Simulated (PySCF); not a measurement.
## Radial density of Ba(35+) (barium, charge +35)

UHF, [Ar] 3d3, high-spin 4F determinant. All numbers are calculated (PySCF 2.14, scalar relativity by spin-free X2C-1e, in an even-tempered Gaussian basis (18 s from 5.6 bohr⁻², ratio 2.5; 12 p from 7.3 bohr⁻², ratio 2.5; 8 d from 7.3 bohr⁻², ratio 2.5; 4 f from 27 bohr⁻², ratio 2.7; 3 g from 41 bohr⁻², ratio 2.7)).

| r (bohr) | 4πr²ρ (e/bohr) | 4πr²(ρα − ρβ) |
| --- | --- | --- |
| 0.0242 | 69.33 | 0.0113 |
| 0.0407 | 65.85 | 0.1631 |
| 0.0684 | 90.39 | 1.4219 |
| 0.115 | 64.55 | 6.9021 |
| 0.194 | 48.00 | 13.7154 |
| 0.326 | 32.62 | 6.3385 |
| 0.548 | 1.422 | 0.2477 |
| 0.921 | 0.002062 | 0.0005 |

Densities and radii are taken from the X2C orbitals without a picture-change correction, which distorts them close to the nucleus.

Spin-orbit coupling is strong in this species (close to jj coupling), so the high-spin LS determinant is a model state, not a physical level.
